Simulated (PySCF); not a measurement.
BrHSn, neutral, multiplicity 1. Atoms are numbered in the order given.

```xyz
3

Sn     0.0364     1.0252     0.0000
H     -1.7363     1.1450     0.0000
Br    -0.0024    -1.4973     0.0000
```
Charge 0, spin multiplicity 1.

Coordinates come from a PBE0-D3(BJ)/def2-TZVP optimisation. The def2 effective core potentials stand for the cores of Sn; spin–orbit coupling is left out.

Level of theory: CAM-B3LYP/def2-TZVPD run with PySCF.

The molecule is in vacuum.

| Item | Value |
|---|---|
| total energy | -2789.20337 hartree |
| point group | Cs |
| highest occupied level | -8.22 eV |
| lowest empty level | -2.23 eV |
| orbital gap | 5.99 eV |
| dipole moment | 2.82 D |
| quadrupole, principal values (traceless, Buckingham form, about the centre of nuclear charge) | -4.57, -0.51, 5.08 D·Å |
| mean static polarisability | 67.7 bohr³ (10.03 Å³) |
| polarisability, principal values | 51.7, 63.7, 87.6 bohr³ |
